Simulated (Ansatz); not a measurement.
Cartesian coordinates (Å):
```xyz
6

O      0.8697    -0.6903    -0.0751
B     -0.0469     0.3095     0.0295
O     -1.3747     0.0565     0.0223
F      0.3452     1.5784     0.1430
H      1.7759    -0.3746    -0.0570
H     -1.5692    -0.8795    -0.0626
```
Charge 0, spin multiplicity 1.

Calculation: frozen-core CCSD(T)/cc-pVTZ // PBE0-D4/def2-TZVP in Ansatz (an electronic-structure program).

| Item | Result |
|---|---|
| HF energy | -275.31101 Ha |
| MP2 correlation energy | -0.82462 Ha |

**Question.** Estimate the CCSD correlation energy, the (T) correction, the total energy and the T1 diagnostic.

**Answer.** 
```
Quantity                        Result
-----------------------  -------------
CCSD correlation energy    -0.83072 Ha
(T) correction             -0.02739 Ha
CCSD(T) total energy     -276.16912 Ha
T1 diagnostic                    0.011
```
